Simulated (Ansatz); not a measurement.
Consider the cleavage of the Si–Si bond: `O[SiH](F)[SiH2][SiH3]` + `[OH][Al]([SH])[SH]` → `[SiH3][O][Al]([SH])[SH]` + `O[SiH](F)[SiH3]`.

Calculated with Ansatz (gas phase, PBE0-D4/def2-TZVP geometries, no zero-point term in ΔE). CCSD(T)/CBS is the MP2 limit (def2-TZVPP, def2-QZVPP) plus CCSD(T) − MP2 in def2-TZVPP, frozen cores. DFT in def2-TZVPP. B3LYP here is the variant with VWN-RPA as its local correlation; programs differ in this. HSE06 is defined as in plane-wave codes. Each species was taken in one conformer, which may not be the lowest.

| level | ΔE (kcal/mol) | difference from CCSD(T)/CBS |
| --- | --- | --- |
| LDA (SPW92) | -18.2 | 6.2 |
| PBE-D4 | -17.6 | 6.8 |
| revPBE-D4 | -17.7 | 6.7 |
| BLYP-D4 | -23.0 | 1.4 |
| r2SCAN-D4 | -22.4 | 2.0 |
| B97M-V | -23.4 | 1.0 |
| PBE0-D4 | -20.1 | 4.3 |
| B3LYP-D4 | -24.7 | -0.3 |
| r2SCANh-D4 | -22.9 | 1.5 |
| r2SCAN0-D4 | -23.6 | 0.8 |
| HSE06-D4 | -20.0 | 4.4 |
| BHLYP-D4 | -27.7 | -3.3 |
| CAM-B3LYP-D4 | -26.6 | -2.2 |
| ωB97X-V | -24.2 | 0.2 |
| ωB97M-V | -24.9 | -0.5 |
| B2PLYP | -26.0 | -1.6 |
| PBE-QIDH | -23.6 | 0.8 |
| PBE | -17.9 | 6.5 |
| revPBE | -17.9 | 6.5 |
| BLYP | -23.6 | 0.8 |
| r2SCAN | -22.4 | 2.0 |
| B3LYP | -25.2 | -0.8 |
| r2SCANh | -22.9 | 1.5 |
| r2SCAN0 | -23.6 | 0.8 |
| HSE06 | -20.3 | 4.1 |
| BHLYP | -28.3 | -3.9 |
| CAM-B3LYP | -26.9 | -2.5 |
| RPA@PBE/def2-TZVPP | -25.4 | -1.0 |
| HF/def2-SVP | -31.2 | -6.8 |
| MP2/def2-SVP | -25.7 | -1.3 |
| CCSD/def2-SVP | -25.4 | -1.0 |
| HF/def2-TZVPP | -32.6 | -8.2 |
| MP2/def2-TZVPP | -26.2 | -1.8 |
| SCS-MP2/def2-TZVPP | -27.8 | -3.4 |
| CCSD/def2-TZVPP | -25.9 | -1.5 |
| HF/def2-QZVPP | -33.2 | -8.8 |
| SCS-MP2/def2-QZVPP | -27.7 | -3.3 |
| HF/CBS(def2) | -33.2 | -8.8 |
| MP2/CBS(def2) | -25.8 | -1.4 |
| CCSD/CBS(def2) | -25.6 | -1.2 |
| CCSD(T)/CBS | -24.4 | 0 |

Largest T1 diagnostic among the species: 0.013.

From r2SCAN to r2SCAN0 (25 % exact exchange), in def2-TZVPP and without D4, ΔE moves by −1.2 kcal/mol. In def2-TZVPP, CCSD(T) changes the Hartree–Fock value by +7.9 kcal/mol (the triples alone add +1.2 kcal/mol) and MP2 by +6.5 kcal/mol. Leaving LDA and LC-ωPBE aside and taking each functional with its dispersion term where it has one, the values spread over 10.1 kcal/mol, from BHLYP-D4 to PBE-D4.
